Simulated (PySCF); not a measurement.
CH8ClNSi2, SMILES C[Si@@](N)([SiH3])Cl. Heavy atoms are numbered as in [CH3:1][Si@@:2]([NH2:3])([SiH3:4])[Cl:5]. Hydrogens are named by the atom that carries them.

Geometry optimised at B3LYP-D3(BJ)/def2-SVP. The structure was generated by enumeration; whether it is a known compound was not checked. Other conformers were not sampled.

Method: PBE/def2-TZVP (PySCF).

ESP charges are fitted to the potential on shells at 1.4 to 2.0 van der Waals radii. Atomic charges (e), one atom of each kind:

```tsv
atom	meta-Löwdin	ESP fit	Löwdin
C1 (CH3)	-0.60	-0.65	-0.45
Si2	0.79	0.63	-0.26
N3 (NH2)	-0.70	-0.95	-0.24
Si4 (SiH3)	0.13	0.03	0.12
Cl5	-0.34	-0.26	0.17
H on C1	0.14	0.19	0.14
H on N3	0.24	0.37	0.16
H on Si4	-0.06	-0.03	-0.02
```

Computed Mayer and Wiberg (Löwdin basis) orders of the bonds:
```json
[
 {"bond": "C1–Si2", "Mayer": "0.99", "Wiberg": "1.21"},
 {"bond": "Si2–N3", "Mayer": "1.19", "Wiberg": "1.55"},
 {"bond": "Si2–Si4", "Mayer": "0.94", "Wiberg": "1.07"},
 {"bond": "Si2–Cl5", "Mayer": "1.11", "Wiberg": "1.68"}
]
```
